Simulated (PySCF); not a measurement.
# CsBe, PBE0: how much the basis matters

PySCF, UKS reference; doublet, unpaired electrons σ ↑; De to Cs + Be without counterpoise correction.

```tsv
basis	relativity	functions	Re (Å)	ωe (cm⁻¹)	De (eV)	μ (D)
def2-SVP	scalar-relativistic core potentials	33	3.792	140	0.28	-4.08
def2-SVPD	scalar-relativistic core potentials	39	3.790	140	0.28	-4.27
def2-TZVP	scalar-relativistic core potentials	48	3.752	137	0.27	-4.04
```

(1) How does each smaller set differ from the one with most functions, def2-TZVP?

A positive dipole means Cs(−)Be(+). The bond is weak. Basis-set superposition, not corrected here, can be much of De in a small basis, most of all at correlated wavefunction levels. Functionals without a dispersion term scatter widely for such bonds, and LDA overbinds them. Spin–orbit coupling is left out. The state is the lowest determinant that a PBE0 search found; another state may lie lower at other levels.

## Answers

(1) def2-SVP: +4.0 pm, +2.2 % in ωe, +0.01 eV in De; def2-SVPD: +3.8 pm, +2.2 % in ωe, +0.01 eV in De. All at PBE0; the set with most functions is neither the basis-set limit nor always the best.
